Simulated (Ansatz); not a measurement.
`CO[SiH](F)[SiH3]` + `[NH2][SbH2]` → `[SiH3][NH][SbH2]` + `CO[SiH2]F` at 600 K and 1 bar (cleavage of the Si–Si bond).

Calculated with Ansatz (gas phase, PBE0-D4/def2-TZVP geometries, no zero-point term in ΔE). CCSD(T)/CBS adds triple-zeta CCSD(T) − MP2 to the extrapolated MP2 energy (def2 sets, frozen cores). Elements past krypton have def2 core potentials. For Sb outer-core shells are correlated without core-valence functions, which leaves a few kJ/mol of doubt a bond. One conformer a species, not always the lowest.

| species | CCSD(T)/CBS energy (Eh) | H − E (kJ/mol) | S (J/(mol·K)) |
| --- | --- | --- | --- |
| `CO[SiH](F)[SiH3]` | -795.47815 | 280.0 | 488.3 |
| `[NH2][SbH2]` | -297.10356 | 138.6 | 330.5 |
| `[SiH3][NH][SbH2]` | -587.40566 | 197.8 | 423.5 |
| `CO[SiH2]F` | -505.20189 | 214.8 | 391.4 |

H − E and S are ideal-gas, rigid-rotor, harmonic terms from PBE0-D4/def2-TZVP, for one conformer and one mirror image of each species. 1 Eh = 2625.50 kJ/mol, R = 8.31446 J/(mol·K).

Problem. By hand: ΔE, ΔH, ΔS and ΔG.

Solution. ΔE = (-587.40566) + (-505.20189) − (-795.47815) − (-297.10356) = -0.02584 Eh = -67.8 kJ/mol. Δ(H − E) = 197.8 + 214.8 − 280.0 − 138.6 = -6.0, so ΔH = -73.8 kJ/mol. ΔS = 423.5 + 391.4 − 488.3 − 330.5 = -3.9 J/(mol·K). ΔG = -73.8 − 600 × (-3.9)/1000 = -71.5 kJ/mol.

Problem. By hand: the equilibrium constant, and the temperature at which ΔG would vanish if ΔH and ΔS stayed fixed.

Solution. log₁₀ K = −ΔG/(RT ln 10) = 6.2. ΔG = 0 at ΔH/ΔS = 18923 K, far beyond where these terms or the molecules hold.

The number of gas molecules stays the same, so ΔS is small and ΔH decides. A doubt of 5 kJ/mol in ΔE shifts log₁₀ K by 0.4 here. Other conformers and mirror images would add mixing entropy, several J/(mol·K) or more a flexible species. These are equilibria of isolated gas molecules and say nothing of rates. Largest T1 diagnostic: 0.013 (customary marks: 0.02 for closed shells, 0.045 for open ones).
